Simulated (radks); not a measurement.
Removal energies from neutral argon, [Ar], by Delta-SCF beside the eigenvalue of the level emptied. Calculated with a radial shooting solver on a logarithmic mesh with Libxc functionals: scalar-relativistic Kohn-Sham, r2SCAN, spin-polarised, spherical densities, finite nucleus; meta-GGA in the generalised Kohn-Sham scheme; Fermi nuclear charge, rms radius of each element as measured or else 0.836 A^(1/3) + 0.57 fm. Open shells are filled with parallel spins first.

removed from,final configuration,Delta-SCF (eV),-eigenvalue (eV)
3p,[Ne] 3s2 3p5,16.156,10.711
3s,[Ne] 3s1 3p6,31.341,25.398
2p,[He] 2s2 2p5 3s2 3p6,251.38,233.24
2s,[He] 2s1 2p6 3s2 3p6,318.29,302.58
